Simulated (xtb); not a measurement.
Si(NH2)4 (H8N4Si), SMILES N[Si](N)(N)N. All values are semi-empirical tight-binding results from xtb (GFN2-xTB unless named), good for trends rather than for accurate numbers. Coordinates come from a GFN2-xTB optimisation. Other conformers were not sampled.

Optimised geometry:

Bond lengths (Å): N1–Si2 1.735, N1–H6 1.007, N1–H7 1.007, Si2–N3 1.735, Si2–N4 1.735, Si2–N5 1.735, N3–H8 1.007, N3–H9 1.007, N4–H10 1.007, N4–H11 1.007, N5–H12 1.007, N5–H13 1.007. Bond angles (°): Si2–N1–H6 116.4, Si2–N1–H7 116.5, H6–N1–H7 109.0, N1–Si2–N3 113.0, N1–Si2–N4 102.7, N1–Si2–N5 113.0, N3–Si2–N4 113.0, N3–Si2–N5 102.7, N4–Si2–N5 113.0, Si2–N3–H8 116.4, Si2–N3–H9 116.5, H8–N3–H9 109.0, Si2–N4–H10 116.4, Si2–N4–H11 116.5, H10–N4–H11 109.0, Si2–N5–H12 116.5, Si2–N5–H13 116.4, H12–N5–H13 109.0.

The point group as xtb finds it comes out as S4 and the orbital gap comes out as 8.04 eV. The dipole moment is 0.00 D. The zero-point energy is 64.7 kcal/mol and the G − E(el) at 298.15 K (modified RRHO) comes out as 45.2 kcal/mol. The static polarisability (D4 model) comes out as 70.7 bohr³ and the solvation energy, GFN2-xTB/ALPB(water) is -8.0 kcal/mol. The solvation energy, GFN2-xTB/ALPB(benzene) is -4.6 kcal/mol.

Task: Give the atomic charges and the Wiberg bond orders between heavy atoms. (The exact figures need the calculation; the answer reports its results.)

Result: charges (e) N1 -0.43, Si2 0.56, N3 -0.43, N4 -0.43, N5 -0.43, H6 0.14, H7 0.15, H8 0.14, H9 0.15, H10 0.14, H11 0.15, H12 0.15, H13 0.14. Bond orders N1–Si2 1.04, Si2–N3 1.04, Si2–N4 1.04, Si2–N5 1.04.
